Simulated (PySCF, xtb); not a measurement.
C4H3ClF2, SMILES C=C(F)/C(Cl)=C\F. The values are those of a single conformer.

Harmonic wavenumbers (cm⁻¹) from GFN2-xTB run with xtb at its own minimum, in rising order: 37, 163, 243, 255, 306, 358, 410, 454, 606, 701, 756, 789, 874, 927, 967, 1118, 1202, 1292, 1358, 1646, 1669, 3084, 3141, 3184.

**Question.** What does PBE-D3(BJ)/def2-SVP (PySCF) give at its own minimum? (The exact figures need the calculation; the answer reports its results.)

**Answer.** 58, 200, 264, 266, 321, 371, 433, 480, 654, 696, 756, 812, 817, 921, 995, 1163, 1251, 1324, 1370, 1628, 1677, 3123, 3135, 3237. Paired by order, the mean absolute difference is 25 cm⁻¹ and the zero-point energies are 36.5 and 37.1 kcal/mol.
